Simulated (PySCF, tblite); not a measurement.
Compound: 1,1-dimethylcyclohexane, C8H16.
Structure used (GFN2-xTB), in Å, numbered top down from 1:
```
atom  x, y, z in Å
C1    -2.0986   -0.4278   -0.8771
C2    -0.8423   -0.0834   -0.0693
C3    -1.2792    0.3226    1.3403
C4     0.0738   -1.3158   -0.0295
C5     1.4415   -1.0253    0.5822
C6     2.1351    0.1071   -0.1669
C7     1.2649    1.3589   -0.1597
C8    -0.1031    1.0666   -0.7697
H9    -2.6391   -1.2497   -0.4121
H10   -1.8375   -0.7231   -1.8912
H11   -2.7639    0.4312   -0.9334
H12   -1.9423    1.1841    1.2940
H13   -1.8163   -0.4948    1.8173
H14   -0.4312    0.5815    1.9668
H15   -0.4166   -2.1156    0.5302
H16    0.2204   -1.6710   -1.0529
H17    1.3322   -0.7548    1.6338
H18    2.0555   -1.9279    0.5382
H19    2.3157   -0.2003   -1.1998
H20    3.1027    0.3220    0.2920
H21    1.1488    1.7178    0.8641
H22    1.7521    2.1520   -0.7316
H23   -0.7205    1.9674   -0.7382
H24    0.0362    0.7982   -1.8201
```

Computed with PBE0/pcSseg-1 in PySCF (dipole) on a GFN2-xTB geometry, gas phase.

Take the most abundant isotopes and a rigid rotor. The values belong to one conformer with, in the numbering `[CH3:1][C:2]1([CH3:3])[CH2:4][CH2:5][CH2:6][CH2:7][CH2:8]1`, C1–C2–C4–C5 172°, C2–C4–C5–C6 -56°, C4–C5–C6–C7 57°, C5–C6–C7–C8 -57°.

Question: Give the principal moments of inertia and the rotational constants in GHz.

Answer: Ia = 167.02, Ib = 296.32, Ic = 336.39 u·Å²; 505379 MHz·u·Å²/I gives 3026, 1706 and 1502 MHz, that is A = 3.0258, B = 1.7055, C = 1.5024 GHz.

Question: What kind of rotor is it?

Answer: An asymmetric top. Ray's parameter κ = (2B − A − C)/(A − C) = -0.733; −1 is the prolate and +1 the oblate limit.

Question: Is it planar, by Δ = Ic − Ia − Ib?

Answer: Not planar: Δ = Ic − Ia − Ib = -126.96 u·Å². For a rigid frame Δ = −2 Σ m c², so Σ m c² = 63.48 u·Å² lies off the ab plane: 24.23 from hydrogen and 39.25 from heavier atoms. The atom farthest from that plane is 2.09 Å away.

Question: Give the other two planar moments, Paa and Pbb, and the rms extents of the mass along the axes.

Answer: Paa = Σ m a² = (Ib + Ic − Ia)/2 = 232.84 and Pbb = Σ m b² = (Ia + Ic − Ib)/2 = 103.55 u·Å². With the mass M = 112.13 u, the rms extents √(P/M) along a, b and c are 1.44, 0.96, 0.75 Å.

The dipole components are |μa| = 0.09 D, |μb| = 0.00 D, |μc| = 0.03 D.

Question: Estimate the classical rotational partition function at 50 K, 100 K and 298.15 K.

Answer: Point group Cs, symmetry number σ = 1; q = (√π/σ)·√((kT/h)³/(ABC)), k/h = 20836.6 MHz/K: 21400 at 50 K, 60500 at 100 K, 312000 at 298.15 K.

Its GFN2-xTB frequencies are all real (lowest 147 cm⁻¹). No vibrational averaging or centrifugal distortion is included, and the geometry carries the error of its method. A rigid rotor knows nothing of internal rotation, which can split or shift real lines.

Time: 31 s of wall time. Hardware: x86-64 server, one thread, no GPU (shared host). This is the PBE0/pcSseg-1 job that gave the dipole, with the shieldings it also computed.
